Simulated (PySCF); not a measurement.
Compound: [CrSI4]- (charge -1 and doublet state).
Bonds: Cr1–S2, Cr1–I3, Cr1–I4, Cr1–I5, Cr1–I6.

A GFN2-xTB structure was refined with PySCF 2.14.0, PBE0-D3(BJ)/def2-SVP geometry optimisation, gas phase, def2 core potentials past Kr. Its GFN2-xTB values:

```json
{"coordinate": "Cr1–S2", "GFN2-xTB": "2.044 Å"}
{"coordinate": "Cr1–I3", "GFN2-xTB": "2.543 Å"}
{"coordinate": "Cr1–I4", "GFN2-xTB": "2.739 Å"}
{"coordinate": "Cr1–I5", "GFN2-xTB": "2.729 Å"}
{"coordinate": "Cr1–I6", "GFN2-xTB": "2.569 Å"}
{"coordinate": "S2–Cr1–I3", "GFN2-xTB": "107.1°"}
{"coordinate": "S2–Cr1–I4", "GFN2-xTB": "101.5°"}
{"coordinate": "S2–Cr1–I6", "GFN2-xTB": "105.8°"}
{"coordinate": "I3–Cr1–I4", "GFN2-xTB": "84.3°"}
{"coordinate": "I3–Cr1–I5", "GFN2-xTB": "150.8°"}
{"coordinate": "I4–Cr1–I6", "GFN2-xTB": "152.7°"}
```

Q: How do these coordinates change at the PBE0-D3(BJ)/def2-SVP level?

A: 
```csv
coordinate,PBE0-D3(BJ)/def2-SVP (Å or °),change
Cr1–I5,2.588,-0.141
Cr1–I6,2.688,+0.119
Cr1–S2,2.094,+0.050
Cr1–I3,2.589,+0.046
Cr1–I4,2.771,+0.032
I3–Cr1–I5,126.0,-24.8
S2–Cr1–I4,77.7,-23.8
S2–Cr1–I6,86.2,-19.6
I4–Cr1–I6,163.9,+11.2
S2–Cr1–I3,117.2,+10.1
I3–Cr1–I4,93.0,+8.7
```

The energy falls by 9.8 kcal/mol over 27 energy and gradient evaluations, the largest force component goes from 0.0184 to 4.3e-04 Eh/bohr, and the atoms move by 0.653 Å rms after alignment. The bond that changes most is Cr1–I5 (ends: chromium bonded to 4 I and S; iodine bonded to Cr), which shortens by 0.141 Å. Bonds longer at the end by more than 0.005 Å: 4 of 5; shorter: 1. Rotational constants go from 272.5, 260.2, 151.2 to 273.8, 215.0, 157.7 MHz.

The run used 153 basis functions and 307 SCF cycles in all.

Stationary, but not proved a minimum. ⟨S²⟩ = 2.239 (exact for a doublet: 0.75).
